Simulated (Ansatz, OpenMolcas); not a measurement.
## How methods differ on C2H6Cl2Si (dichlorodimethylsilane)

C2H6Cl2Si: 11 atoms, total charge 0, spin state singlet. SMILES: `C[Si](C)(Cl)Cl`. Geometry: relaxed at PBE0-D4/def2-TZVP.

| atom | x (Å) | y (Å) | z (Å) |
| --- | --- | --- | --- |
| C | -1.4748 | 0.2603 | 0.5696 |
| Si | 0.0494 | 0.4008 | -0.4704 |
| C | 1.4139 | -0.7536 | 0.0093 |
| Cl | -0.4578 | 0.0396 | -2.4320 |
| Cl | 0.7504 | 2.3322 | -0.3517 |
| H | -1.2409 | 0.4761 | 1.6150 |
| H | -2.2350 | 0.9668 | 0.2319 |
| H | -1.8863 | -0.7498 | 0.5035 |
| H | 1.7244 | -0.5651 | 1.0399 |
| H | 2.2780 | -0.6169 | -0.6432 |
| H | 1.0786 | -1.7904 | -0.0719 |

Quantity: the energy change with the Si2–Cl5 bond stretched from 2.058 to 3.087 Å, in eV. The values are calculated.

```
                                                 level                    kind     program  value (eV)  less CCSD(T)/def2-SVP  CPU time (all runs)
                           SVWN5/def2-SVP (restricted)                     LDA  OpenMolcas        2.67                  -0.09                 94 s
                            BLYP/def2-SVP (restricted)                     GGA  OpenMolcas        2.17                  -0.59              2.1 min
                            PBE0/def2-SVP (restricted)           global hybrid      Ansatz        2.69                  -0.07                 35 s
                           wB97X/def2-SVP (restricted)  range-separated hybrid      Ansatz        2.86                  +0.10              1.7 min
                          B2PLYP/def2-SVP (restricted)           double hybrid      Ansatz        2.66                  -0.10                 51 s
                         RPA@PBE/def2-SVP (restricted)                     RPA      Ansatz        2.58                  -0.18                 47 s
                             MP2/def2-SVP (restricted)     perturbation theory      Ansatz        2.93                  +0.17                 19 s
CCSD(T)/def2-SVP (Cholesky decomposition) (restricted)   coupled cluster or CI  OpenMolcas        2.76                   0.00               23 min
```

CCSD(T)/def2-SVP (Cholesky decomposition) (restricted) is the highest level here, not the true value. The first shape isn't each level's own minimum. The values span 2.17 to 2.93 eV. CPU times are rough (shared hosts, several kinds of processor): they show what a rung costs within a factor of a few.
